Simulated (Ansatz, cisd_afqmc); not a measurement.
System: Al, charge 0, doublet.

Total energies in def2-TZVPP, 3 correlated electrons, 5 frozen orbitals. Radicals and triplets start from unrestricted determinants; spin-orbit coupling is neglected. Cores are frozen in correlated methods. No relativity. AFQMC/CISD: phaseless, guided by CISD from CCSD amplitudes; bars are statistical, one sigma. Outlying blocks are dropped, and bars are widened where a walk drifts. Over all cases where full CI ran beside it in this data, AFQMC minus full CI had a median of +0.1 mEh and passed +0.4 mEh in a tenth of the cases. Full CI freezes restricted core orbitals and the other rows unrestricted ones, which leaves a small offset even where coupled cluster is exact.

| method | program | energy (Eh) | error against FCI (mEh) |
|---|---|---|---|
| HF | Ansatz | -241.87439 | 52.36 |
| MP2 | Ansatz | -241.90999 | 16.77 |
| CCSD | Ansatz | -241.92516 | 1.60 |
| CCSD(T) | Ansatz | -241.92630 | 0.46 |
| CCSDT | Ansatz | -241.92678 | -0.02 |
| AFQMC/CISD | cisd_afqmc | -241.9266 ± 0.0001 | 0.2 ± 0.1 |
| FCI | Ansatz | -241.92676 | 0.00 |

Ansatz is an electronic-structure program.
